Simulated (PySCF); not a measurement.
All values below come from ωB97X-D3(BJ)/def2-TZVP // B3LYP-D3(BJ)/def2-TZVP (PySCF). Gas-phase values, no solvent. One relaxed conformer stands for a flexible species; it need not be the lowest. Delta-SCF ions had no search for a lower state. 

Reference species (SMILES): `OC(O)[SiH3]` (H–O–C–Si torsion 176°, Si–C–O–H torsion 58°) (neutral, multiplicity 1).

| Item | Result |
|---|---|
| HOMO | -10.38 eV |
| HOMO–LUMO gap | 12.78 eV |
| vertical ionisation energy (Delta-SCF) | 10.36 eV |

Changed species: `OC[SiH2]O`.

Q: Predict the effect on the HOMO, HOMO–LUMO gap and vertical ionisation energy (Delta-SCF).

A: the HOMO rises by 0.39 eV, to -9.99 eV; the HOMO–LUMO gap decreases by 0.85 eV, to 11.93 eV; the vertical ionisation energy (Delta-SCF) falls by 0.32 eV, to 10.04 eV.
